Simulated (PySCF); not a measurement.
SMILES C#CC=C=C(C#C)OC, C$_{8}$H$_{6}$O

Geometry:
```csv
atom,x (Å),y (Å),z (Å)
C1,3.354,1.758,1.004
C2,2.617,1.029,0.372
C3,1.779,0.168,-0.395
C4,0.495,-0.022,-0.162
C5,-0.785,-0.234,0.104
C6,-1.180,-1.294,0.980
C7,-1.497,-2.198,1.723
O8,-1.815,0.485,-0.398
C9,-1.461,1.555,-1.236
H10,3.998,2.403,1.571
H11,2.260,-0.359,-1.234
H12,-1.782,-2.997,2.382
H13,-2.396,2.047,-1.533
H14,-0.813,2.277,-0.710
H15,-0.929,1.201,-2.136
```

Theory: TDDFT CAM-B3LYP/aug-cc-pVDZ excited states, vertical, gas phase (PySCF 2.14.0). Geometry: PBE0-D3(BJ)/def2-SVP.

Problem. Give the one- and two-photon strengths of the lowest singlets.

Solution. δ for parallel linear polarisation; σ at the peak of a Lorentzian of half width 0.1 eV, single beam; Ω is circular over linear.
```csv
state,E (eV),f,photon λ (nm),δ (au),σ (GM),Ω,main
S1,3.99,0.000,622,0.27,0.00,1.48,HOMO→LUMO 0.95
S2,5.36,0.003,462,1.39,0.01,1.31,"HOMO−2→LUMO 0.67, HOMO−1→LUMO+1 0.10"
S3,5.42,0.169,458,36.6,0.39,0.87,"HOMO−1→LUMO 0.64, HOMO−2→LUMO 0.10"
S4,5.45,0.043,455,5.28,0.06,0.91,"HOMO−1→LUMO+1 0.36, HOMO−1→LUMO+2 0.23"
S5,5.55,0.537,447,55.8,0.63,1.08,"HOMO→LUMO+1 0.38, HOMO→LUMO+2 0.28"
S6,5.96,0.001,416,4.25,0.06,0.78,"HOMO−4→LUMO 0.22, HOMO→LUMO+9 0.12"
```

Among these, the strongest one-photon state is S5, the strongest two-photon state S5, with a dipole change of 0.9 D (relaxed, norm of the difference vector).
